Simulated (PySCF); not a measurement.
Be(OH)(SMe) (CH4BeOS), SMILES C[S][Be][OH].

Geometry: PBE0-D3(BJ)/def2-SVP. Other conformers were not sampled.

The numbers are results of PySCF 2.14.0 with PBE0-D3(BJ)/def2-SVP, not measurements.

Frequencies are harmonic and unscaled.

| mode | ν (cm⁻¹) | IR (km/mol) | Raman (Å⁴/amu) | depolarisation | moving atoms (share of kinetic energy) |
|---|---|---|---|---|---|
| 1 | 73 | 0.4 | 0.0 | – | H 97 % |
| 2 | 115 | 2.2 | 2.3 | 0.68 | C 37 %, O 22 %, H 22 %, S 14 % |
| 3 | 237 | 134.3 | 0.9 | 0.69 | H 88 %, O 8 % |
| 4 | 247 | 72.1 | 1.2 | 0.63 | H 52 %, Be 42 % |
| 5 | 375 | 91.1 | 2.6 | 0.23 | Be 67 %, O 15 %, H 10 % |
| 6 | 381 | 189.1 | 3.1 | 0.61 | Be 49 %, H 32 %, O 16 % |
| 7 | 495 | 9.4 | 7.8 | 0.11 | O 42 %, S 42 %, Be 10 % |
| 8 | 723 | 5.2 | 14.3 | 0.23 | C 59 %, S 31 %, H 9 % |
| 9 | 957 | 8.4 | 3.9 | 0.75 | H 84 %, C 14 % |
| 10 | 974 | 6.6 | 3.5 | 0.50 | H 82 %, C 15 % |
| 11 | 1335 | 28.8 | 2.8 | 0.73 | H 86 %, C 13 % |
| 12 | 1428 | 305.3 | 0.9 | 0.25 | Be 75 %, O 20 % |
| 13 | 1454 | 10.5 | 12.5 | 0.75 | H 95 % |
| 14 | 1459 | 7.3 | 17.0 | 0.75 | H 95 % |
| 15 | 3072 | 23.0 | 125.6 | 0.01 | H 98 % |
| 16 | 3184 | 2.7 | 61.1 | 0.75 | H 90 %, C 10 % |
| 17 | 3187 | 1.5 | 87.1 | 0.71 | H 90 %, C 10 % |
| 18 | 4065 | 228.1 | 105.1 | 0.26 | H 94 % |
